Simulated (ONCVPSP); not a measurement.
What one change does to a pseudopotential (zinc (Zn), ONCV)

zinc (Zn), optimised norm-conserving Vanderbilt (ONCV), made with ONCVPSP 4.0.1 (PBE, fully relativistic). Core [Ne], reference 3s2 3p6 3d10 4s2. Waves: 3s+4s: rc 1.30 bohr, ncon 4, nbas 6, qcut 8.4 1/bohr, 3 projectors, debl 1.8 Ha; 3p: rc 0.95 bohr, ncon 4, nbas 8, qcut 15.2 1/bohr, 2 projectors, debl 2.3 Ha; 3d: rc 1.10 bohr, ncon 4, nbas 8, qcut 16.7 1/bohr, 3 projectors, debl 3.8 Ha. Local part: polynomial inside 0.90 bohr (lpopt 5, dvloc0 0 Ha). Core correction: polynomial model core, fcfact 0.2.

Open shells are filled in proportion to 2j + 1.

In the p channel the program set the typed energies aside and used -3.027, 0.250 Ha (j = l + 1/2; the other j can differ).

Change: s: qcut 7; p: qcut 12.7; d: qcut 13.9.

Cutoffs: the cutoffs (Ha) at which the residual kinetic energy of the hardest occupied pseudo-wave falls to 1 and 0.1 mHa per electron; they do not see the model core or the augmentation charge, which bear on the density cutoff. Errors are all-electron minus pseudo energies relative to the spin-unpolarised reference configuration.

What does the change do?

The potential gets softer (96 Ha and 109 Ha → 79 Ha and 88 Ha); of the 4 tests that both files solve, the error grows in 2 and shrinks in 0 by more than 15 % and 0.3 meV (median size 1.7 → 2.2 meV); neither file shows a bound ghost.

| quantity | base | changed |
| --- | --- | --- |
| cutoff, loose | 96 Ha | 79 Ha |
| cutoff, tight | 109 Ha | 88 Ha |
| loose cutoff by channel | s 18 Ha, p 50 Ha, d 96 Ha | s 18 Ha, p 52 Ha, d 79 Ha |
| bound ghosts | none | none |
| GHOST(+) flags under 300 eV | none | none |
| error for 3s2 3p6 3d10 4s1, meV [ΔE 9.89 eV] | +0.7 | +0.8 |
| error for 3s2 3p6 3d10 4s0, meV [ΔE 28.33 eV] | +2.8 | +3.1 |
| error for 3s2 3p6 3d9 4s0, meV [ΔE 68.87 eV] | -0.3 | +1.3 |
| error for 3s2 3p6 3d8 4s0, meV [ΔE 130.68 eV] | +45 | +72 |
| s: phases at 1.32 bohr within 0.05 rad from the reference energy up to (Ha; the scan ends near 5) | to the end of the scan | to the end of the scan |
| p3/2: phases at 0.96 bohr within 0.05 rad from the reference energy up to (Ha; the scan ends near 5) | to the end of the scan | to the end of the scan |
| p1/2: phases at 0.96 bohr within 0.05 rad from the reference energy up to (Ha; the scan ends near 5) | to the end of the scan | to the end of the scan |
| d5/2: phases at 1.12 bohr within 0.05 rad from the reference energy up to (Ha; the scan ends near 5) | to the end of the scan | to the end of the scan |
| d3/2: phases at 1.12 bohr within 0.05 rad from the reference energy up to (Ha; the scan ends near 5) | to the end of the scan | to the end of the scan |
| rms error of d²Exc/dni dnj with the model core, mHa | 6.07 | 5.99 |
